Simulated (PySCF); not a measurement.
Working out the excitation energy of Ar⁺

Ar⁺ [Ne] 3s2 3p5 (2P) → Ar⁺ [Ne] 3s2 3p4 4s1 (4P). Calculation: PySCF 2.14, in aug-cc-pV(D+d)Z; no relativity, point nucleus. Frozen: [Ne]. Energies in hartree (1 hartree = 27.21139 eV):

```tsv
part	Ar⁺ (lower)	Ar⁺ (upper)
UHF	-526.261706	-525.671666
CCSD correlation	-0.143165	-0.134186
(T)	-0.002075	-0.002163
```

Task: What does Hartree-Fock give?

Result: (-525.671666) − (-526.261706) = 0.590040 hartree = 16.056 eV.

Task: What do CCSD and CCSD(T) give?

Result: The CCSD correlation energies differ by 0.008979 hartree = 0.244 eV and the triples by -0.000088 hartree = -0.002 eV, so CCSD gives 16.300 eV and CCSD(T) 16.298 eV.

Measured between the centres of the two terms (NIST): 16.648 eV, so CCSD(T) (valence) is off by -0.350 eV.

What remains against the reference includes basis incompleteness, the frozen core and higher excitations.
